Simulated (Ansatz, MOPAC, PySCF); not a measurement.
Molecule: hydrogen bromide, HBr, charge 0, multiplicity 1. SMILES: Br
Geometry from a B3LYP-D3(BJ)/def2-TZVP (Ansatz, a program for electronic structure) optimisation:
```
Br
H 1 1.4248
```

Property: size of the dipole moment, in D. Conventions: no spin-orbit coupling; non-relativistic; six Cartesian d functions in 6-31G* and its kin unless marked 5d; LANL2DZ with its own core potentials from Na on. First-principles rows: single points at B3LYP-D3(BJ) geometries (Ansatz). Semi-empirical rows: dipoles at the shared geometry.

Measured values: NIST CCCBDB, as tabulated in the package chemicals; dipoles are vibrational averages. 

Value to compare with, the measured value: 0.83 D.

```tsv
level	program	size of the dipole moment (D)	error
PM6	MOPAC	1.10	0.27
MNDO	MOPAC	1.04	0.21
SVWN5/6-31G* with LANL2DZ past Ar	Ansatz	1.47	0.64
PBE/STO-3G	Ansatz	1.23	0.40
PBE/3-21G	Ansatz	1.28	0.45
BLYP/6-31G* with LANL2DZ past Ar	Ansatz	1.32	0.49
B3LYP/STO-3G	Ansatz	1.19	0.36
B3LYP/LANL2DZ	Ansatz	1.35	0.52
B3LYP/6-31G	Ansatz	1.37	0.54
B3LYP/6-31G*	Ansatz	1.11	0.28
B3LYP/6-31G**	Ansatz	1.10	0.27
B3LYP/def2-SVP	Ansatz	1.01	0.18
B3LYP/6-31G* with LANL2DZ past Ar	Ansatz	1.37	0.54
M06-2X/6-31G* with LANL2DZ past Ar (5d)	PySCF	1.46	0.63
```

14 of the 14 habitual levels lie above the measured value; their mean absolute error is 0.41 D, the median 0.43.

The levels are drawn from those run, B3LYP/6-31G* more often than the rest, none by its result; runs whose electronic state is in doubt are left out.
